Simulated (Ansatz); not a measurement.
Basis sets compared for ReO3Br (ReBrO₃). Charge 0, multiplicity 1. Geometry PBE0-D4/def2-SVP. Ansatz on 4 threads of Arm Neoverse V2 on a shared host; times are rough, and most runs start from earlier orbitals.

Cartesian coordinates in Å:
```
Re 0.015 -0.025 0.131
O 1.653 0.072 0.543
O -0.852 1.114 1.033
O -0.557 -1.574 0.495
Br -0.260 0.412 -2.202
```

In the def2 sets Re takes a core potential; there is no spin–orbit coupling.

Binding counts from free atoms (Re sextet, O triplet, Br doublet) in the same basis, without a counterpoise term.

| level | functions | energy (Eh) | HOMO (eV) | LUMO (eV) | binding per atom (eV) | wall time |
| --- | --- | --- | --- | --- | --- | --- |
| PBE-D4/def2-SVP | 106 | -2877.2530 | -8.39 | -3.98 | 4.91 | 0.9 s |
| PBE-D4/def2-TZVP (with forces) | 181 | -2877.8621 | -8.42 | -4.05 | 4.94 | 1.9 s |
| r2SCAN-D4/def2-TZVP | 181 | -2878.3298 | -8.81 | -4.08 | 4.61 | 3.7 s |
| PBE0-D4/def2-SVP | 106 | -2877.2195 | -9.82 | -3.42 | 4.26 | 1.4 s |
| PBE0-D4/def2-TZVP | 181 | -2877.8347 | -9.80 | -3.40 | 4.36 | 2.5 s |

**Question.** Estimate the rows for PBE-D4/def2-TZVPD, r2SCAN-D4/def2-TZVPD, PBE0-D4/def2-TZVPD.

**Answer.** 
```csv
level,functions,energy (Eh),HOMO (eV),LUMO (eV),binding per atom (eV),wall time
PBE-D4/def2-TZVPD,220,-2877.8648,-8.45,-4.09,4.93,2.4 s
r2SCAN-D4/def2-TZVPD,220,-2878.3326,-8.81,-4.09,4.61,4.7 s
PBE0-D4/def2-TZVPD,220,-2877.8375,-9.81,-3.43,4.36,3.6 s
```
